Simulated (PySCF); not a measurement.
EPR parameters of C5H6ClF2O

C5H6ClF2O (doublet state).
Z-matrix (Å and degrees, GFN2-xTB geometry), rows numbered from 1:
```
C 
O   1  1.4113
C   2  1.3823  1  114.40
C   3  1.5176  2  118.30  1  -163.71
C   4  1.4652  3   59.31  2   109.02
C   5  1.4385  3  134.05  4   123.60
F   6  1.3430  5  113.81  3  -169.23
F   6  1.3455  5  113.50  3    69.18
Cl  6  1.8699  5  111.75  3   -50.01
H   1  1.0959  2  111.06  3   -57.27
H   1  1.0946  2  111.17  3    64.32
H   1  1.0876  2  106.13  3  -176.65
H   3  1.0904  2  114.28  1    51.77
H   4  1.0805  3  116.22  5   109.76
H   4  1.0830  3  119.74  5  -107.07
```

The hyperfine couplings belong to this conformer and change with its torsions.

Identity: `CO[C@H]1C[C]1C(F)(F)Cl` [radical].

Level of theory: UKS B3LYP, pcH-1 on C Cl F H O, non-relativistic, mean-field spin-orbit, GIAO in PySCF. The structure is a single GFN2-xTB conformer in the gas phase; no vibrational or solvent corrections. A GFN2-xTB geometry isn't a minimum of the functional, and hyperfine couplings can be far from their values at a DFT geometry. No stability test was run, so a lower SCF solution isn't excluded.

```
g1, g2, g3                      : 2.00284, 2.00511, 2.00563
g_iso                           : 2.00452
Form of g                       : rhombic: the two nearest values differ by 19 % of g3 − g1
⟨S²⟩                            : 0.7539 (exact 0.7500)
HOMO–LUMO gap, α and β orbitals : 6.80, 4.02 eV
Total energy                    : -929.15673 Eh
```

Isotropic coupling and dipolar principal values T1 to T3, in 10⁻⁴ cm⁻¹ (1 × 10⁻⁴ cm⁻¹ = 2.998 MHz):

```json
{"atom": "C1", "isotope": "13C", "a_iso": "0.4", "of which spin–orbit": "0.0", "T1": "-0.2", "T2": "-0.1", "T3": "0.3", "Mulliken spin population": "0.00"}
{"atom": "O2", "isotope": "17O", "a_iso": "1.3", "of which spin–orbit": "0.0", "T1": "-5.2", "T2": "2.5", "T3": "2.7", "Mulliken spin population": "0.03"}
{"atom": "C3", "isotope": "13C", "a_iso": "-4.9", "of which spin–orbit": "0.0", "T1": "-1.5", "T2": "0.1", "T3": "1.4", "Mulliken spin population": "-0.01"}
{"atom": "C4", "isotope": "13C", "a_iso": "-6.7", "of which spin–orbit": "0.0", "T1": "-2.1", "T2": "-0.4", "T3": "2.4", "Mulliken spin population": "-0.02"}
{"atom": "C5", "isotope": "13C", "a_iso": "70.5", "of which spin–orbit": "0.0", "T1": "-23.8", "T2": "-22.6", "T3": "46.4", "Mulliken spin population": "0.84"}
{"atom": "C6", "isotope": "13C", "a_iso": "-5.3", "of which spin–orbit": "0.0", "T1": "-1.6", "T2": "-0.9", "T3": "2.5", "Mulliken spin population": "-0.03"}
{"atom": "F7", "isotope": "19F", "a_iso": "15.6", "of which spin–orbit": "-0.1", "T1": "-8.3", "T2": "-7.1", "T3": "15.5", "Mulliken spin population": "0.01"}
{"atom": "F8", "isotope": "19F", "a_iso": "4.1", "of which spin–orbit": "0.0", "T1": "-5.2", "T2": "-3.7", "T3": "9.0", "Mulliken spin population": "0.00"}
{"atom": "Cl9", "isotope": "35Cl", "a_iso": "4.4", "of which spin–orbit": "0.2", "T1": "-6.8", "T2": "-6.2", "T3": "13.0", "Mulliken spin population": "0.10"}
{"atom": "H10", "isotope": "1H", "a_iso": "0.3", "of which spin–orbit": "0.0", "T1": "-0.5", "T2": "-0.3", "T3": "0.9", "Mulliken spin population": "0.00"}
{"atom": "H11", "isotope": "1H", "a_iso": "1.6", "of which spin–orbit": "0.0", "T1": "-0.6", "T2": "-0.6", "T3": "1.2", "Mulliken spin population": "0.00"}
{"atom": "H12", "isotope": "1H", "a_iso": "0.3", "of which spin–orbit": "0.0", "T1": "-0.4", "T2": "-0.3", "T3": "0.7", "Mulliken spin population": "0.00"}
{"atom": "H13", "isotope": "1H", "a_iso": "14.7", "of which spin–orbit": "0.0", "T1": "-2.1", "T2": "-1.0", "T3": "3.1", "Mulliken spin population": "0.02"}
{"atom": "H14", "isotope": "1H", "a_iso": "30.8", "of which spin–orbit": "0.0", "T1": "-2.2", "T2": "-1.2", "T3": "3.4", "Mulliken spin population": "0.04"}
{"atom": "H15", "isotope": "1H", "a_iso": "16.7", "of which spin–orbit": "0.0", "T1": "-1.8", "T2": "-0.6", "T3": "2.4", "Mulliken spin population": "0.02"}
```

The largest Mulliken spin populations are on C5 (+0.84) and Cl9 (+0.10). C5 is the only atom above +0.15. The angles at C5 add up to 328.7°, so it is pyramidal.

Axes: g2 points within 11° of the C4–C5 bond.

Under fast tumbling the dipolar parts average out, and these isotropic splittings remain (the largest six): 1 × 1H (H14, I = 1/2, 2 lines) with 3.30 mT, 1 × 1H (H15, I = 1/2, 2 lines) with 1.78 mT, 1 × 19F (F7, I = 1/2, 2 lines) with 1.66 mT, 1 × 1H (H13, I = 1/2, 2 lines) with 1.57 mT, 1 × 35Cl (Cl9, I = 3/2, 4 lines) with 0.47 mT and 1 × 19F (F8, I = 1/2, 2 lines) with 0.44 mT.

Means are taken over nuclei equivalent by connectivity, which assumes that they swap fast.

Main isotope only: 35Cl (natural samples also hold 24 % 37Cl, magnetic too, which adds its own pattern).

The 13C coupling of C5 (211.3 MHz) shows only in satellite lines or after enrichment, since that isotope makes up about 1.07 % of natural carbon.

The spin density at the nucleus, in bohr⁻³, is negative for C4 (-0.0179), C6 (-0.0143) and C3 (-0.0132), for instance. A restricted open-shell determinant has no negative spin density anywhere; here it arises because α and β orbitals differ (spin polarisation).

Hardware: Arm Neoverse V1, one thread, shared host with 32 logical CPUs at a one-minute load of 28. Cost: 2.4 min wall (grids of density and orbitals included), 0.98 GiB resident at most.
